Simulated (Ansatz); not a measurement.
Consider the formal exchange of groups at a C–O bond: `CC[O][GaH2]` + `CB[SiH3]` → `CB[SiH2]CC` + `[OH][GaH2]`.

Program: Ansatz. Geometries: PBE0-D4/def2-TZVP. ΔE: electronic, gas phase. CBS: MP2 limit from def2 TZ/QZ plus the TZ coupled-cluster correction, frozen cores. Functionals use def2-TZVPP. B3LYP here is the variant with VWN-RPA as its local correlation; programs differ in this. For Ga outer-core shells are correlated without core-valence functions, which leaves a few kJ/mol of doubt a bond. Scalar relativity is left out up to krypton. Each species was taken in one conformer, which may not be the lowest.

Task: Is it downhill or uphill in electronic energy at CCSD(T)/CBS, and by how much? (An estimate is asked.)

Result: The calculation gave: Downhill: ΔE = -18.9 kcal/mol.

Task: What do these levels give: PBE-D4, B3LYP-D4, ωB97X-V, ωB97M-V, B2PLYP, r2SCAN, MP2/def2-TZVPP, CCSD/def2-TZVPP, HF/def2-QZVPP, MP2/def2-QZVPP, HF/CBS(def2), CCSD/CBS(def2)? (An estimate is asked.)

Result: The calculation gave: PBE-D4 -17.7, B3LYP-D4 -16.8, ωB97X-V -17.4, ωB97M-V -18.5, B2PLYP -17.4, r2SCAN -17.6, MP2/def2-TZVPP -20.1, CCSD/def2-TZVPP -18.0, HF/def2-QZVPP -15.1, MP2/def2-QZVPP -20.6, HF/CBS(def2) -15.1, CCSD/CBS(def2) -18.8 kcal/mol.

Largest T1 diagnostic among the species: 0.015.

In def2-TZVPP, CCSD(T) changes the Hartree–Fock value by −3.1 kcal/mol (the triples alone add −0.2 kcal/mol) and MP2 by −5.1 kcal/mol.
